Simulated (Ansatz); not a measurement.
Input for Ansatz (a quantum-chemistry and plane-wave program): R-B3LYP/def2-TZVPP on ClH3Ti (SMILES [Cl][TiH3]), atoms moved off the minimum.

Ansatz 0.2 input:
```yaml
crystal:
  periodic: [false, false, false]
  atoms:
    - {symbol: Ti, position_ang: [0.69717498, -0.26063356, 0.52995403]}
    - {symbol: Cl, position_ang: [-0.95804193, 0.33224491, -0.75856605]}
    - {symbol: H, position_ang: [2.10578357, 0.15627200, -0.15502262]}
    - {symbol: H, position_ang: [0.41563659, 0.41010601, 2.04620031]}
    - {symbol: H, position_ang: [0.64081115, -1.96232393, 0.66024412]}
basis:
  gaussian:
    orbitals: def2-TZVPP
hamiltonian:
  xc: {name: B3LYP}
scf: {lower_state_search: off}
output: {forces: true}
```

The log:

```
WARN ansatz: RAYON_NUM_THREADS=4 ignored (pool sized by the plan → 4); use --threads N
Functional definition: B3LYP
these checks for a lower state are left out or cut short: stability, starts, cluster_reference, orbital_swaps, neighbouring_geometries, increment
integrals: 0.06 GiB planned
988 factors; their error is unknown
mean field: 0.61 GiB planned
mean field evaluation 1: about -35686.8961 eV, gradient 1.6e1 eV
mean field evaluation 2: about -35687.3201 eV, gradient 1.2e1 eV
mean field evaluation 4: about -35687.7047 eV, gradient 1.6e0 eV
mean field evaluation 8: about -35687.7083 eV, gradient 5.6e-2 eV
mean field evaluation 16: about -35687.8253 eV, gradient 6.3e-3 eV
mean field -35687.82529726 eV, -1311.5033895974 hartree, gradient 1.0e-5 eV, S^2 0.000000; 0 other end points of the search recorded, 0 dependent functions left out
the calculation of the forces begins
reference -35687.82555667 eV, -1311.5033991305 hartree; 21, 21 occupied and 127, 127 virtual orbitals, 988 factors
Total energy: -35687.82555667 eV, -1311.5033991305 hartree
Atom 0 at     0.697175    -0.260634     0.529954 Å, force    -0.980506    -0.606363     0.227009 eV/Å
Atom 1 at    -0.958042     0.332245    -0.758566 Å, force     0.014966     0.034629    -0.041521 eV/Å
Atom 2 at     2.105784     0.156272    -0.155023 Å, force     0.809555     0.301447    -0.313551 eV/Å
Atom 3 at     0.415637     0.410106     2.046200 Å, force     0.106700     0.079871     0.112993 eV/Å
Atom 4 at     0.640811    -1.962324     0.660244 Å, force     0.049284     0.190416     0.015069 eV/Å
Dipole moment:     0.156785     0.010615     0.079555 e Å
Checks for a lower state left out: stability, starts, cluster_reference, orbital_swaps, neighbouring_geometries, increment
```

The run converged.

Cost: very roughly 4 core-seconds.
